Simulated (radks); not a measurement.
Task: Successive ionisation energies (eV) of one element, from differences of total energies of ions in their ground configurations, starting at charge 44: 2263.3, 2321.7, 2567.6, 2628.3, 4407.2, 4541.6, 4677.5, 4814.8, 4953.6, 5093.7, 5235.3, 5378.2, 5522.4, 5667.9, 6239.2, 6369.4, 6500.1, 6631.0, 6762.1, 6892.9, 7499.1, 7626.3. Calculated with a radial shooting solver on a logarithmic mesh with Libxc functionals: scalar-relativistic Kohn-Sham, PBE, spin-unpolarised, spherical densities, point nucleus. Which element is it?

Result: Osmium (Z = 76). The first species listed is Os44+ in [Ar] 3d10 4s2 4p2, the last Os65+ in [Ne] 3s1.
